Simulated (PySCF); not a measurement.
# Two-component Hartree-Fock for I²³⁺ (iodine, charge +23)

Start: [Ar] 3d10 4s2. Calculated with PySCF 2.14 in an uncontracted even-tempered set (20 s from 0.68 bohr⁻², ratio 2.6; 15 p from 0.88 bohr⁻², ratio 2.6; 10 d from 0.88 bohr⁻², ratio 2.6; 6 f from 0.9 bohr⁻², ratio 2.8): generalised Hartree-Fock with the X2C-1e Hamiltonian and a Gaussian nucleus; spin-orbit coupling (SO) screened by Boettger's factors.

```tsv
spinor shell	electrons	ε, screened SO (eV)	weight of nominal j (screened SO)	rms radius, screened SO (bohr)
1s1/2	2	-34049.2	1.000	0.0311
2s1/2	2	-5950.2	1.000	0.127
2p1/2	2	-5616.6	1.000	0.109
2p3/2	4	-5314.0	1.000	0.115
3s1/2	2	-1763.7	1.000	0.329
3p1/2	2	-1623.6	1.000	0.322
3p3/2	4	-1563.1	1.000	0.333
3d3/2	4	-1324.7	1.000	0.303
3d5/2	6	-1312.1	1.000	0.306
4s1/2	2	-761.75	1.000	0.699
```

```csv
quantity,screened SO
E (hartree),-6874.22004
M_J,0
⟨J²⟩,0.000
⟨L²⟩,0.015
⟨S²⟩,0.015
```

Breit and QED terms are absent; they matter most for the inner s and p1/2 levels.

Densities and radii are taken from the X2C orbitals without a picture-change correction, which distorts them close to the nucleus.
